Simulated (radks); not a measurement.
Problem. Species: Au I. Configuration: [Xe] 4f14 5d9.75 6s1 6p0.25 (fractional occupations, a model configuration). All-electron calculation, Dirac Kohn-Sham, AM05, spin-unpolarised, spherical densities, point nucleus; open shells are shared between the two j in proportion to 2j + 1. Program: a radial shooting solver on a logarithmic mesh with Libxc functionals.

Spin-orbit splittings of the eigenvalues, e(l+1/2) - e(l-1/2), with zeta = 2 splitting/(2l+1) and mean radii in bohr:

shell  occ.  splitting (eV)  zeta (eV)  <r> j=l-1/2  <r> j=l+1/2
2p        6            1834       1222      0.05800      0.06655
3p        6           404.6      269.7       0.1737       0.1894
3d       10           87.01      34.80       0.1649       0.1697
4p        6               ?          ?       0.4095       0.4437
4d       10           18.11      7.244       0.4521       0.4633
4f       14           3.815      1.090       0.4952       0.5023
5p        6           16.63      11.09        1.003        1.103
5d     9.75           1.567     0.6268        1.552        1.632
6p     0.25          0.5627     0.3751        4.279        5.251

Estimate the 4p splitting.

Solution. 97.23 eV (zeta = 64.82 eV).
